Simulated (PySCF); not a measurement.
# Working out the ionisation energy of Fe⁺

Fe⁺ [Ar] 3d6 4s1 (6D) → Fe²⁺ [Ar] 3d6 (5D). Calculation: PySCF 2.14, in def2-TZVP (6s4p4d1f, 45 functions); no relativity, point nucleus. Frozen: [Ar]. Energies in hartree (1 hartree = 27.21139 eV):

```tsv
part	Fe⁺ (lower)	Fe²⁺ (upper)
UHF	-1262.193370	-1261.637746
MP2 opposite-spin	-0.044904	-0.040633
MP2 same-spin	-0.067642	-0.056180
```

What does Hartree-Fock give?

(-1261.637746) − (-1262.193370) = 0.555624 hartree = 15.119 eV.

What do MP2 and SCS-MP2 (6/5 opposite-spin, 1/3 same-spin) give?

The opposite-spin parts differ by 0.116 eV and the same-spin parts by 0.312 eV. MP2: 15.119 + (0.116) + (0.312) = 15.547 eV. SCS-MP2: 15.119 + 1.2 × (0.116) + (0.312)/3 = 15.362 eV.

Reference: 16.199 eV (measured; NIST Atomic Spectra Database, ionization energies), between the lowest levels; spin-orbit coupling is absent from the calculation.

The calculation is non-relativistic.

What remains against the reference includes basis incompleteness, the frozen core and correlation beyond second order.
